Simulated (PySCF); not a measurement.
Compound: C7H14Si.
Numbering: `[CH3:1][CH:2]([CH3:3])[C@@H:4]1[CH:5]=[CH:6][CH2:7][SiH2:8]1` (hydrogens: H9, H10, H11 on C1; H12 on C2; H13, H14, H15 on C3; H16 on C4; H17 on C5; H18 on C6; H19, H20 on C7; H21, H22 on Si8)

The same species was optimised twice, with GFN2-xTB and with PBE0-D3(BJ)/def2-SVP (PySCF), and the same property calculations (PySCF, gas phase) were run on both structures.

```
     coordinate  GFN2-xTB  PBE0-D3(BJ)/def2-SVP  change
      C5=C6 (Å)     1.321                 1.341  +0.020
      C6–C7 (Å)     1.499                 1.506  +0.007
      C2–C4 (Å)     1.535                 1.542  +0.007
      C4–C5 (Å)     1.504                 1.509  +0.005
     C7–Si8 (Å)     1.906                 1.902  -0.004
      C1–C2 (Å)     1.525                 1.524  -0.001
     C4–Si8 (Å)     1.916                 1.917  +0.001
      C2–C3 (Å)     1.525                 1.524  -0.001
  C4–Si8–C7 (°)      93.7                  96.4    +2.7
  C5–C4–Si8 (°)     103.6                 101.4    -2.2
  C6–C7–Si8 (°)     104.3                 102.3    -2.0
   C2–C4–C5 (°)     111.6                 113.6    +2.0
   C3–C2–C4 (°)     111.7                 112.7    +1.0
   C4–C5–C6 (°)     119.5                 120.4    +0.9
   C1–C2–C3 (°)     110.7                 111.5    +0.8
   C5–C6–C7 (°)     118.9                 119.5    +0.6
C1–C2–C4–C5 (°)      -177                  -175      +2
```

Rotational constants: A = 2713, B = 1313, C = 1098 MHz (GFN2-xTB) against A = 2728, B = 1273, C = 1085 MHz (PBE0-D3(BJ)/def2-SVP). Point groups within 0.08 Å: C1 and C1.

On the GFN2-xTB structure: HOMO (eV) -7.01 [PBE0/pcSseg-1]; LUMO (eV) 0.67 [PBE0/pcSseg-1]; dipole (D) 0.27 [PBE0/pcSseg-1]; GIAO shielding of C1 (ppm) 160.5 [PBE0/pcSseg-1]; GIAO shielding of C2 (ppm) 153.7 [PBE0/pcSseg-1]; GIAO shielding of C3 (ppm) 166.6 [PBE0/pcSseg-1]; GIAO shielding of C4 (ppm) 142.8 [PBE0/pcSseg-1]; GIAO shielding of C5 (ppm) 41.3 [PBE0/pcSseg-1]; GIAO shielding of C6 (ppm) 48.8 [PBE0/pcSseg-1]; GIAO shielding of C7 (ppm) 170.4 [PBE0/pcSseg-1]; GIAO shielding of Si8 (ppm) 391.1 [PBE0/pcSseg-1].

Task: What do these properties become on the PBE0-D3(BJ)/def2-SVP structure?

Result: 
```csv
property,level,on GFN2-xTB,on PBE0-D3(BJ)/def2-SVP,change
HOMO (eV),PBE0/pcSseg-1,-7.01,-7.05,-0.04
LUMO (eV),PBE0/pcSseg-1,0.67,0.46,-0.21
dipole (D),PBE0/pcSseg-1,0.27,0.40,+0.13
"energy, GFN2-xTB geometry as zero (kcal/mol)",PBE0/pcSseg-1,0.0,-1.6,-1.6
GIAO shielding of C1 (ppm),PBE0/pcSseg-1,160.5,158.8,-1.7
GIAO shielding of C2 (ppm),PBE0/pcSseg-1,153.7,152.8,-0.9
GIAO shielding of C3 (ppm),PBE0/pcSseg-1,166.6,165.3,-1.3
GIAO shielding of C4 (ppm),PBE0/pcSseg-1,142.8,144.2,+1.4
GIAO shielding of C5 (ppm),PBE0/pcSseg-1,41.3,37.2,-4.1
GIAO shielding of C6 (ppm),PBE0/pcSseg-1,48.8,44.2,-4.6
GIAO shielding of C7 (ppm),PBE0/pcSseg-1,170.4,169.9,-0.5
GIAO shielding of Si8 (ppm),PBE0/pcSseg-1,391.1,386.2,-4.9
```

The heavy atoms differ by 0.036 Å rms after alignment. Among bonds between heavy atoms C5=C6 changes most (+0.020 Å). Changes are differences of the printed values. Neither structure is proved a minimum here.
